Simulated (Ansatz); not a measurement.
Cost and result for the atomization energy of `CBCNC` (15 atoms, 14 bonds).

```json
{"atom": "C1", "x (Å)": "-0.0752", "y (Å)": "1.8029", "z (Å)": "-0.7296"}
{"atom": "B2", "x (Å)": "0.9557", "y (Å)": "1.0295", "z (Å)": "0.1397"}
{"atom": "C3", "x (Å)": "0.6344", "y (Å)": "-0.2540", "z (Å)": "0.9702"}
{"atom": "N4", "x (Å)": "-0.6778", "y (Å)": "-0.8475", "z (Å)": "0.7921"}
{"atom": "C5", "x (Å)": "-0.7973", "y (Å)": "-1.5661", "z (Å)": "-0.4565"}
{"atom": "H6", "x (Å)": "0.1864", "y (Å)": "1.6312", "z (Å)": "-1.7844"}
{"atom": "H7", "x (Å)": "-1.1091", "y (Å)": "1.4861", "z (Å)": "-0.5819"}
{"atom": "H8", "x (Å)": "0.0070", "y (Å)": "2.8858", "z (Å)": "-0.5957"}
{"atom": "H9", "x (Å)": "2.0842", "y (Å)": "1.4409", "z (Å)": "0.2227"}
{"atom": "H10", "x (Å)": "1.4630", "y (Å)": "-0.9837", "z (Å)": "0.8712"}
{"atom": "H11", "x (Å)": "0.7271", "y (Å)": "0.1075", "z (Å)": "2.0092"}
{"atom": "H12", "x (Å)": "-0.8789", "y (Å)": "-1.4783", "z (Å)": "1.5568"}
{"atom": "H13", "x (Å)": "-0.0226", "y (Å)": "-2.3393", "z (Å)": "-0.6011"}
{"atom": "H14", "x (Å)": "-1.7759", "y (Å)": "-2.0467", "z (Å)": "-0.5181"}
{"atom": "H15", "x (Å)": "-0.7210", "y (Å)": "-0.8682", "z (Å)": "-1.2946"}
```

The species carries charge 0 and has multiplicity 1. The structure was optimised at the PBE0-D4/def2-TZVP level. It is one conformer, not always the lowest. Program: Ansatz. All runs use 4 threads of an Arm Neoverse V1 on a shared host. Times are those of one run each, without the atoms' runs, and a repeat can differ threefold. Electronic energies, without spin–orbit coupling; frozen cores. CCSD(T)/CBS adds CCSD(T) − MP2 in def2-TZVPP to the MP2 limit, and its time is that of the two runs behind it. T1 = 0.010. B3LYP takes the VWN-RPA correlation (the form of Gaussian; ORCA's B3LYP/G). HSE06 is the plane-wave form, built on full-range PBE exchange.

CCSD(T)/CBS is a level of theory with its own doubt, some kJ/mol a heavy atom from the limit and from the frozen cores, so smaller differences don't rank the functionals.

```tsv
level	functions	wall time	atomization (kJ/mol)	difference from CCSD(T)/CBS	per bond
LDA (SPW92)/def2-TZVPP	295	1.6 s	6402.3	776.6	55.5
revPBE-D4/def2-TZVPP	295	2.4 s	5624.7	-1.0	-0.1
PBE-D4/def2-TZVPP (with forces)	295	3.1 s	5746.3	120.6	8.6
HSE06-D4/def2-TZVPP	295	3.5 s	5679.5	53.8	3.8
CAM-B3LYP-D4/def2-TZVPP	295	3.6 s	5687.3	61.6	4.4
B3LYP-D4/def2-TZVPP (with forces)	295	6 s	5666.3	40.6	2.9
B2PLYP/def2-TZVPP	295	7 s	5594.9	-30.8	-2.2
ωB97X-V/def2-TZVPP	295	9 s	5655.3	29.6	2.1
CCSD(T)/def2-SVP	120	9 s	5385.6	-240.1	-17.2
ωB97M-V/def2-TZVPP (with forces)	295	13 s	5664.9	39.2	2.8
MP2/def2-QZVPP	585	34 s	5620.2	-5.5	-0.4
CCSD(T)/def2-TZVPP	295	14 min	5499.1	-126.6	-9.0
CCSD(T)/CBS(def2)	–	14 min	5625.7	0.0	0.0
```

From r2SCAN to r2SCAN0 (25 % exact exchange), in def2-TZVPP and without D4, the atomization energy moves by −54.1 kJ/mol: exact exchange takes away binding that semilocal exchange gives to molecules. The D4 term adds +40.8 kJ/mol with B3LYP and +21.7 kJ/mol with PBE0; it sums over pairs of atoms, weighted by their polarisabilities, and B3LYP, whose exchange is more repulsive, gets the larger term. At CCSD(T), def2-SVP lies −240.1 kJ/mol from the extrapolated value and def2-TZVPP −126.6 kJ/mol: correlation converges slowly with the basis, and small sets miss more of it in the bonded molecule than in its fragments.
